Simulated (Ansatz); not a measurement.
Compare A (`C=C(F)O[SiH2]C`) with its isomer B (`C=C[SiH](F)OC`).

Program: Ansatz. Geometries: PBE0-D4/def2-TZVP. ΔE: electronic, gas phase. CCSD(T)/CBS adds triple-zeta CCSD(T) − MP2 to the extrapolated MP2 energy (def2 sets, frozen cores). Functionals use def2-TZVPP. B3LYP here is the variant with VWN-RPA as its local correlation; programs differ in this. Each species was taken in one conformer, which may not be the lowest.

Q: Which isomer does CCSD(T)/CBS put lower? Give the gap. (Estimate.)

A: Ansatz gave: B, by 42.6 kcal/mol.

Q: Give E(B) − E(A) in kcal/mol with B3LYP-D4, CCSD/def2-TZVPP, r2SCAN-D4, B3LYP, PBE-D4, HF/def2-TZVPP, ωB97M-V. (Estimate.)

A: Computed: B3LYP-D4 -39.0, CCSD/def2-TZVPP -41.8, r2SCAN-D4 -36.3, B3LYP -38.3, PBE-D4 -34.2, HF/def2-TZVPP -42.6, ωB97M-V -38.5. None reverses the order clearly.

Largest T1 diagnostic: 0.012.

From PBE to PBE0 (25 % exact exchange), in def2-TZVPP and without D4, E(B) − E(A) moves by −1.8 kcal/mol.
